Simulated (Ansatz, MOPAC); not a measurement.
System: AlOCl, net charge 0, singlet state. SMILES: [Al]([Cl])=[O]

Atoms: Al1, O2, Cl3. Bonds: Al1-O2, Al1-Cl3.

Bond lengths (Å) and angles (degrees) optimised at PM3 with MOPAC; PM6 with MOPAC; PM7 with MOPAC; MNDO with MOPAC; HF/STO-3G with Ansatz (a program for electronic structure); HF/3-21G with Ansatz, each started from the B3LYP-D3(BJ)/def2-TZVP structure (Ansatz) of the last column. A row stands for all coordinates that are equal there. No wavenumbers were computed at MNDO, HF/STO-3G, so these may be saddle points.

| coordinate | PM3 | PM6 | PM7 | MNDO | HF/STO-3G | HF/3-21G | B3LYP-D3(BJ)/def2-TZVP |
|---|---|---|---|---|---|---|---|
| Al1-O2 | 1.579 | 1.530 | 1.611 | 1.484 | 1.560 | 1.606 | 1.597 |
| Al1-Cl3 | 1.917 | 2.031 | 1.934 | 2.048 | 2.069 | 2.146 | 2.067 |
| O2-Al1-Cl3 | 180.0 | 180.0 | 180.0 | 180.0 | 180.0 | 180.0 | 180.0 |

Mean signed difference of all 2 bond lengths from B3LYP-D3(BJ)/def2-TZVP: PM3 -0.084 Å, PM6 -0.051 Å, PM7 -0.059 Å, MNDO -0.066 Å, HF/STO-3G -0.017 Å, HF/3-21G 0.044 Å.
